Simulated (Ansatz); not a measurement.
`FCBCF` + CH₃SH → `CBCF` + `FCS`  (formal exchange of groups at a B–C bond)

Calculated with Ansatz (gas phase, PBE0-D4/def2-TZVP geometries, no zero-point term in ΔE). CCSD(T)/CBS is the MP2 limit (def2-TZVPP, def2-QZVPP) plus CCSD(T) − MP2 in def2-TZVPP, frozen cores. This one scheme is used for every species. DFT in def2-TZVPP. B3LYP here is the variant with VWN-RPA as its local correlation; programs differ in this. HSE06 is defined as in plane-wave codes. Each species was taken in one conformer, which may not be the lowest.

```
             level  ΔE (kJ/mol)  difference from CCSD(T)/CBS
       LDA (SPW92)        -20.7                         -4.2
            PBE-D4        -18.5                         -2.0
         revPBE-D4        -18.0                         -1.5
           BLYP-D4        -16.2                          0.3
         r2SCAN-D4        -18.4                         -1.9
            B97M-V        -18.4                         -1.9
           PBE0-D4        -16.9                         -0.4
          B3LYP-D4        -15.1                          1.4
        r2SCANh-D4        -17.9                         -1.4
        r2SCAN0-D4        -17.2                         -0.7
          HSE06-D4        -17.0                         -0.5
           ωB97M-V        -15.8                          0.7
            B2PLYP        -16.2                          0.3
               PBE        -18.6                         -2.1
              BLYP        -16.3                          0.2
            r2SCAN        -18.5                         -2.0
              PBE0        -17.0                         -0.5
             B3LYP        -15.2                          1.3
           r2SCANh        -18.0                         -1.5
           r2SCAN0        -17.3                         -0.8
             HSE06        -17.1                         -0.6
             BHLYP        -13.6                          2.9
         CAM-B3LYP        -14.9                          1.6
           LC-ωPBE        -15.3                          1.2
RPA@PBE/def2-TZVPP        -14.5                          2.0
       HF/def2-SVP         -8.5                          8.0
      MP2/def2-SVP        -17.5                         -1.0
     CCSD/def2-SVP        -14.2                          2.3
  CCSD(T)/def2-SVP        -15.4                          1.1
     HF/def2-TZVPP        -11.0                          5.5
    MP2/def2-TZVPP        -18.2                         -1.7
SCS-MP2/def2-TZVPP        -16.0                          0.5
   CCSD/def2-TZVPP        -15.1                          1.4
CCSD(T)/def2-TZVPP        -16.4                          0.1
     HF/def2-QZVPP        -11.1                          5.4
    MP2/def2-QZVPP        -18.3                         -1.8
SCS-MP2/def2-QZVPP        -16.0                          0.5
      HF/CBS(def2)        -11.1                          5.4
     MP2/CBS(def2)        -18.3                         -1.8
    CCSD/CBS(def2)        -15.1                          1.4
       CCSD(T)/CBS        -16.5                            0
```

Largest T1 diagnostic among the species: 0.011.

Leaving LDA and LC-ωPBE aside and taking each functional with its dispersion term where it has one, the values, not all of them listed here, spread over 4.9 kJ/mol, from PBE-D4 to BHLYP-D4. In def2-TZVPP, CCSD(T) changes the Hartree–Fock value by −5.4 kJ/mol (the triples alone add −1.4 kJ/mol) and MP2 by −7.3 kJ/mol.
